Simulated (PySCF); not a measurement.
How methods differ on the ionisation energy of Re⁺

Re⁺ [Xe] 4f14 5d5 6s1 (7S) → Re²⁺ [Xe] 4f14 5d5 (6S), as a difference of total energies. All numbers are calculated (PySCF 2.14, scalar relativity by spin-free X2C-1e, in x2c-TZVPPall with one added diffuse shell each of s, p, d, f type (12s8p8d4f1g, 113 functions)). Correlated levels: valence: [Xe] 4f14 frozen. The calculations carry no spin-orbit coupling.

```tsv
method	ionisation energy (eV)
UHF	15.758
MP2 (valence)	16.340
SCS-MP2 (valence)	15.952
CCSD (valence)	16.381
CCSD(T) (valence)	16.403
```

Problem. How much does correlation contribute at CCSD(T) (valence)?

Solution. 16.403 − (15.758) = 0.645 eV, measured against UHF.

Errors of the correlated levels include the incompleteness of this basis and the frozen core.

For comparison: 16.6 ± 0.5 eV (semi-empirical (NIST evaluation); NIST Atomic Spectra Database, ionization energies).
